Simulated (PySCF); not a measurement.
# ECD: `C(B)[C@H]1C[C@@H]1F`, C4H8BF

Molfile (atoms numbered from 1):
```
C4H8BF
     RDKit          3D

 14 14  0  0  0  0  0  0  0  0999 V2000
    2.1971    0.4018   -0.2469 B   0  0  0  0  0  0  0  0  0  0  0  0
    0.8552   -0.2987   -0.6670 C   0  0  0  0  0  0  0  0  0  0  0  0
   -0.2202   -0.3921    0.3939 C   0  0  1  0  0  0  0  0  0  0  0  0
   -1.1648    0.7548    0.6382 C   0  0  0  0  0  0  0  0  0  0  0  0
   -1.6580   -0.5052    0.0023 C   0  0  2  0  0  0  0  0  0  0  0  0
   -2.4741   -1.3186    0.7386 F   0  0  0  0  0  0  0  0  0  0  0  0
    3.0830    0.4207   -1.0089 H   0  0  0  0  0  0  0  0  0  0  0  0
    2.3157    0.9073    0.7988 H   0  0  0  0  0  0  0  0  0  0  0  0
    1.0686   -1.3063   -1.0407 H   0  0  0  0  0  0  0  0  0  0  0  0
    0.4512    0.2349   -1.5345 H   0  0  0  0  0  0  0  0  0  0  0  0
    0.0696   -0.9579    1.2707 H   0  0  0  0  0  0  0  0  0  0  0  0
   -1.4757    0.9518    1.6520 H   0  0  0  0  0  0  0  0  0  0  0  0
   -1.0871    1.6351    0.0188 H   0  0  0  0  0  0  0  0  0  0  0  0
   -1.9611   -0.5280   -1.0376 H   0  0  0  0  0  0  0  0  0  0  0  0
  1  2  1  0
  2  3  1  0
  3  4  1  0
  4  5  1  0
  5  6  1  0
  5  3  1  0
  1  7  1  0
  1  8  1  0
  2  9  1  0
  2 10  1  0
  3 11  1  1
  4 12  1  0
  4 13  1  0
  5 14  1  6
M  END
```

Computed with TDDFT CAM-B3LYP/def2-SVPD circular dichroism and optical rotation, one conformer, gas phase (PySCF). Geometry: GFN2-xTB.

The molecule is flexible and this is one conformer; a measurement averages over conformers.

**Question.** Assign R or S to each stereocentre.

**Answer.** C3 S, C5 S.

**Question.** List the lowest 8 singlet excitations with oscillator and rotatory strengths.

**Answer.** Rotatory strengths R in 10⁻⁴⁰ esu² cm², velocity form and length form (origin at the centre of mass); f in length form.
| state | E (eV) | λ (nm) | f | R (velocity) | R (length) | main |
| --- | --- | --- | --- | --- | --- | --- |
| 1 | 5.42 | 229 | 0.002 | +3.2 | +3.8 | HOMO→LUMO 0.78, HOMO−3→LUMO 0.18 |
| 2 | 5.93 | 209 | 8e-05 | +3.1 | +3.1 | HOMO−2→LUMO 0.76, HOMO−1→LUMO 0.15 |
| 3 | 6.69 | 185 | 0.003 | -11.0 | -10.5 | HOMO−1→LUMO 0.80, HOMO−2→LUMO 0.13 |
| 4 | 7.39 | 168 | 0.008 | -2.5 | -3.7 | HOMO−3→LUMO 0.72, HOMO→LUMO 0.19 |
| 5 | 7.70 | 161 | 0.009 | -15.9 | -16.1 | HOMO→LUMO+1 0.47, HOMO→LUMO+2 0.46 |
| 6 | 7.94 | 156 | 0.011 | -8.6 | -7.1 | HOMO→LUMO+2 0.33, HOMO→LUMO+1 0.33 |
| 7 | 8.13 | 153 | 0.013 | +17.0 | +16.8 | HOMO−4→LUMO 0.81, HOMO−2→LUMO 0.08 |
| 8 | 8.27 | 150 | 0.008 | +14.6 | +15.7 | HOMO−1→LUMO+1 0.46, HOMO−1→LUMO+2 0.37 |

Among the states computed, the strongest CD band (largest |R|) is state 7. The largest dissymmetry factor in size, g = 4R/(D+G), with D and G the electric and magnetic dipole strengths, is +0.35 for state 2 (velocity form, f = 8e-05), among bands with |R| over 0.5. The mirror image has the same energies and oscillator strengths and all R with the opposite sign.
